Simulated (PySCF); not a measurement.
Isomers of C6H10N2. Level of theory: PySCF, PBE0-D3(BJ)/def2-SVP geometry optimisation, gas phase. One conformer each; no zero-point energy, no entropy. No frequencies were run at this level. Point groups hold within 0.08 Å.

Task: Order them by energy at this level, lowest first, and give relative energies in kJ/mol.
A. `[H]/[N:8]=[CH:7]\[CH2:6][CH2:5][C@@H:2]([CH3:1])[C:3]#[N:4]` with C1–C2–C5–C6 -178°, C2–C5–C6–C7 -59°, C5–C6–C7–N8 110°
B. `[CH3:1][CH:2]([CH3:3])[c:4]1[n:5][cH:6][cH:7][nH:8]1` with C1–C2–C4–N5 117°

Result: B (0.0), A (135.2).

As drawn, the lower has an aromatic ring, which the higher lacks; the higher has a C≡N group and a C=N bond, which the lower lacks.

```json
{"SMILES": "CC(C)c1ncc[nH]1", "E (Eh)": "-343.53233", "E rel (kJ/mol)": "0.0", "dipole (D)": "3.48", "point group": "Cs", "A, B, C (MHz)": "4348, 1406, 1381"}
{"SMILES": "[H]/N=C\\CC[C@@H](C)C#N", "E (Eh)": "-343.48085", "E rel (kJ/mol)": "135.2", "dipole (D)": "4.41", "point group": "C1", "A, B, C (MHz)": "2746, 1450, 1163"}
```
